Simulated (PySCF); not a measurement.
## Löwdin shares of the frontier orbitals

Species: C5H11B.
Geometry (PBE0-D3(BJ)/def2-SVP, Å), atoms numbered from 1 in this order:
```xyz
17
C5H11B angstrom
B      2.1605   -0.4769    0.3645
C      0.6117   -0.4754    0.3679
C     -0.1787   -1.5225   -0.4257
C     -1.6555   -1.1045   -0.2931
C     -1.6437    0.3698    0.1781
C     -0.1781    0.8127    0.1228
H      2.7770   -1.5040    0.1796
H      2.7780    0.5264    0.6499
H      0.5097   -0.7267    1.4602
H      0.0139   -2.5512   -0.0864
H      0.1334   -1.4774   -1.4825
H     -2.1943   -1.2288   -1.2445
H     -2.1769   -1.7383    0.4406
H     -2.3020    1.0133   -0.4248
H     -2.0082    0.4357    1.2160
H      0.0635    1.6132    0.8381
H      0.0671    1.1973   -0.8825
```

Method used: TDDFT wB97X-D/def2-SVPD, vertical, gas phase, core orbitals frozen in the response (PySCF 2.14.0, density-fitted response routines).

Kohn–Sham orbitals with the atoms that hold most of them (Löwdin shares over 4%, at most four atoms; ? is withheld):

| orbital | ε (eV) | atoms |
| --- | --- | --- |
| LUMO+2 | 2.76 | B1 19%, C5 14%, C4 13%, H13 8% |
| LUMO+1 | 2.14 | B1 53%, H9 5%, H7 4%, H8 4% |
| LUMO | ? | B1 52%, C2 13%, H7 10%, H8 10% |
| HOMO | -10.35 | ? |
| HOMO-1 | -10.48 | ? |
| HOMO-2 | -10.71 | C5 17%, C4 17%, C6 10%, H15 10% |
| HOMO-3 | -11.25 | C2 20%, C6 15%, C3 14%, C4 7% |

Question: Which atoms hold the HOMO, and with what shares?

Answer: C2 (bonded to B, 2 C and H) 29%; B1 (bonded to C and 2 H) 22%; C3 (bonded to 2 C and 2 H) 8%; H9 (bonded to C) 8%. By element: carbon 37% or more, boron 22%, hydrogen 8% or more.

Question: Give the leading atoms of the HOMO-1.

Answer: B1 (bonded to C and 2 H) 21%; C2 (bonded to B, 2 C and H) 14%; H8 (bonded to B) 12%; H7 (bonded to B) 11%. By element: hydrogen 24% or more, boron 21%, carbon 14% or more.

Question: What is the LUMO energy, and the HOMO–LUMO gap?

Answer: ε(LUMO) = 0.73 eV; the gap is 11.08 eV (0.4073 hartree).

Question: The HOMO–LUMO gap is 11.08 eV. Where does the response calculation put the lowest singlet, and from which orbitals?

Answer: S1 is at 5.82 eV (f = 0.0069), 5.26 eV below the gap, made of HOMO→LUMO (89%). Without the coupling terms of the response equations the lowest excitation would equal the gap.

Question: One configuration dominates each of S1, S2 and S4. Which, and how do the shares of the two leading atoms of either orbital change from the occupied to the empty one?

Answer: 
- S1 (5.82 eV, f 0.0069), HOMO→LUMO (89%): C2 29% → 13%, B1 22% → 52%
- S2 (5.89 eV, f 0.0008), HOMO-1→LUMO (83%): B1 21% → 52%, C2 14% → 13%
- S4 (7.67 eV, f 0.0025), HOMO-2→LUMO (71%): C5 17% → at most 11%, C4 17% → at most 11%, B1 at most 11% → 52%, C2 at most 11% → 13%

One conformer stands for the species.
